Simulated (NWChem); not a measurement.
System: C4H6; SMILES CCC#C

Input file for NWChem:

```
start job
memory heap 200 mb stack 900 mb global 1100 mb
geometry units angstroms noautosym nocenter noautoz
  C      0.253787    -1.975001     0.000000
  C     -0.158952    -0.836134     0.000000
  C     -0.634489     0.542916     0.000000
  C      0.489977     1.577185     0.000000
  H      0.614561    -2.986716     0.000000
  H     -1.283912     0.692388     0.879835
  H     -1.283912     0.692388    -0.879835
  H      0.076120     2.596495     0.000000
  H      1.128642     1.465916    -0.888506
  H      1.128642     1.465916     0.888506
end
basis spherical
  * library 6-31g*
end
dft
  xc xpbe96 cpbe96
  iterations 150
end
cosmo
  dielec 1.5
end
task dft energy
```

The geometry was optimised at PBE0/def2-SVP.

Level: PBE/6-31G* with COSMO at NWChem's default radii, gas-phase geometry; the question gives the dielectric constant.

Question: Give the results of this calculation. (PBE/6-31G* (spherical d), COSMO on the gas-phase geometry.) Quantities: electrostatic solvation energy (kcal/mol); dipole in solution (D).

Answer: 
```
Property                                   Result
-----------------------------------------  ------
electrostatic solvation energy (kcal/mol)    -1.0
dipole in solution (D)                       0.79
```
